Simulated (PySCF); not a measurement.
How methods differ on the ionisation energy of K⁴⁺

K⁴⁺ [Ne] 3s2 3p3 [3p1/2^2 3p3/2^1, M_J = 3/2] → K⁵⁺ [Ne] 3s2 3p2 [3p1/2^2, M_J = 0], as a difference of total energies. All numbers are calculated (PySCF 2.14, the two-component X2C-1e Hamiltonian, in an even-tempered Gaussian basis (21 s from 0.14 bohr⁻², ratio 2.4; 14 p from 0.18 bohr⁻², ratio 2.4; 5 d from 1.5 bohr⁻², ratio 2.6; 5 f from 2.3 bohr⁻², ratio 2.6)). Correlated levels: 1s2 frozen; the 52 highest virtual spinors dropped. "Screened" scales the spin-orbit matrix elements by Boettger's factors to mimic the two-electron term; Breit and QED terms are absent.

```tsv
method	ionisation energy (eV)
GHF (spin-free)	81.376
GMP2 (spin-free)	81.838
GHF (screened spin-orbit)	81.241
GMP2 (screened spin-orbit)	81.702
```

Q: How much does correlation contribute at GMP2 (screened spin-orbit)?

A: 81.702 − (81.241) = 0.461 eV, measured against GHF (screened spin-orbit).

The labels give the starting determinants; with spin-orbit coupling the two ends relaxed to ⟨J²⟩ = 3.75, ⟨L²⟩ = 0.00, ⟨S²⟩ = 3.75 and ⟨J²⟩ = 1.79, ⟨L²⟩ = 2.00, ⟨S²⟩ = 2.00.

The determinant of K⁵⁺ mixes levels of different J (the jj label is only the starting occupation), so the difference between spin-free and spin-orbit rows is not the physical spin-orbit shift.

For comparison: 82.66 ± 0.16 eV (semi-empirical (NIST evaluation); NIST Atomic Spectra Database, ionization energies).
